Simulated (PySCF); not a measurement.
# PBE0 on Si⁺ (silicon, charge +1)

Configuration: [Ne] 3s2 3p1, 2P determinant. Calculation: PySCF 2.14, in cc-pVTZ-DK; the spin-free X2C one-electron Hamiltonian (Gaussian nucleus).

* Total energy: -289.5605 hartree
* One-electron energy: -396.6673 hartree
* Hartree (Coulomb) energy: 127.6029 hartree
* Exchange-correlation energy: -20.4960 hartree
* ⟨S²⟩: 0.7559
* ⟨L²⟩: 2.019
* Sum of ⟨r⟩: 11.15 bohr
* Sum of ⟨r²⟩: 19.87 bohr²
* Traceless quadrupole moment −½Σ⟨3z² − r²⟩ along its main axis: -2.76 e·bohr²
* Langevin diamagnetic susceptibility: -15.7 ×10⁻⁶ cm³/mol
* Time after the integrals: 0.16 s of wall time on 1 thread of Neoverse-V2 (shared host)

```tsv
shell	electrons	mean orbital energy (eV)	spread (eV)	rms radius, mean of both spins (bohr)
1s α	1	-1818.6	0	0.129
1s β	1	-1818.5	0	0.129
2s α	1	-156.58	0	0.618
2s β	1	-156.46	0	0.618
2p α	3	-110.55	0.093	0.602
2p β	3	-110.36	0.469	0.602
3s α	1	-20.720	0	2.22
3s β	1	-19.533	0	2.22
3p α	1	-13.322	0	2.66
```

Densities and radii are taken from the X2C orbitals without a picture-change correction, which distorts them close to the nucleus.
